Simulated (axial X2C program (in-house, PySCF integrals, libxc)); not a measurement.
## Which molecule has these constants?

Computed with an in-house relativistic program for diatomic molecules, spin-free (one-electron X2C) or two-component (2c: spin–orbit coupling with atomic mean-field Coulomb and Gaunt terms, which also bring small scalar terms), in Dyall basis sets with cores contracted in-house; open shells are unrestricted.

A two-component PBE0 calculation in a Dyall 3-zeta basis gave Re = 2.488 Å, ωe = 265.5 cm⁻¹, Ω = 3/2.

Task: Which molecule is it?
A. SnSe⁺
B. SnO⁺
C. SnTe⁺

Result: A. The others have SnO⁺ 1.974 Å and 642.1 cm⁻¹ (Ω = 3/2); SnTe⁺ 2.686 Å and 211.9 cm⁻¹ (Ω = 3/2).

Each entry is the lowest single determinant of a limited PBE0 search at one distance. De goes to single-determinant-based atoms at the same level (for ions the charge split of lowest energy) and is withheld (n/a) where an atom does not fit its ground term or J level. Main or longest-lived isotopes. One determinant is a doubtful description, or other states lie close, for SnSe⁺, SnO⁺; these need not be ground states, and all values refer to the states named. The functionals have no current term, which raises determinants with orbital currents.
